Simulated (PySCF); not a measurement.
Atom-mapped SMILES (the numbers label the heavy atoms): `[CH2:1]=[CH:2][SiH2:3]/[CH:4]=[C:5](\[CH:6]=[CH2:7])[SiH2:8][SiH3:9]`. Hydrogens are named by the atom that carries them. Ha(C7) is cis to C5; Ha(C1) is cis to Si3; Hb(C7) is trans to C5; Hb(C1) is trans to Si3.

- coordinates at the GFN2-xTB level
- shielding tensors at PBE0/pcSseg-1 (GIAO)
- program: PySCF 2.14
- no solvent model, equivalent nuclei averaged, non-relativistic, one computed conformer

Chemical shifts δ = σref − σ; TMS for ¹³C (σ = 186.93 ppm) and ¹H (σ = 31.72 ppm) and ²⁹Si (σ = 349.16 ppm), all at this level.

| atoms | nucleus | count | Hirshfeld charge | δ (ppm) |
| --- | --- | --- | --- | --- |
| C1 | ¹³C | 1 | -0.08 | ? |
| H(Si3) | ¹H | 2 | -0.08 | 4.88 |
| H(Si8) | ¹H | 2 | -0.08 | 4.49 |
| Ha(C1) | ¹H | 1 | 0.04 | ? |
| C6 | ¹³C | 1 | -0.04 | ? |
| H(Si9) | ¹H | 3 | -0.07 | ? |
| Hb(C7) | ¹H | 1 | 0.05 | 5.77 |
| C5 | ¹³C | 1 | -0.08 | 163.6 |
| C2 | ¹³C | 1 | -0.14 | ? |
| Ha(C7) | ¹H | 1 | 0.05 | 5.76 |
| H(C2) | ¹H | 1 | 0.04 | 6.58 |
| H(C4) | ¹H | 1 | 0.03 | 6.39 |
| Si3 | ²⁹Si | 1 | 0.33 | -58.0 |
| Si8 | ²⁹Si | 1 | 0.24 | -77.3 |
| C7 | ¹³C | 1 | -0.09 | ? |
| Si9 | ²⁹Si | 1 | 0.21 | -121.4 |
| C4 | ¹³C | 1 | -0.14 | 154.3 |
| H(C6) | ¹H | 1 | 0.04 | 6.94 |
| Hb(C1) | ¹H | 1 | 0.05 | 6.50 |

Problem. Complete the table.

Solution. 
- C6: 149.3 ppm, alkene CH; an sp2 carbon of a C=C bond
- C1: 144.1 ppm, terminal =CH2 carbon; the olefinic region
- C2: 140.6 ppm, alkene CH; the olefinic region
- C7: 127.9 ppm, terminal =CH2 carbon; an sp2 carbon of a C=C bond
- Ha(C1): 6.31 ppm, hydrogen on a terminal =CH2 carbon; olefinic region
- H(Si9): 3.48 ppm, hydrogen on a silicon bonded to Si

Shifts are as computed. Against solution values, carbons near 30 ppm lie about +3 ppm off and those near 130 ppm about +5 ppm. Of 1309 compounds with measured shifts, 239 miss one by over three times the rms of a fit or turn the order of signals round; such compounds aren't used in these exercises.
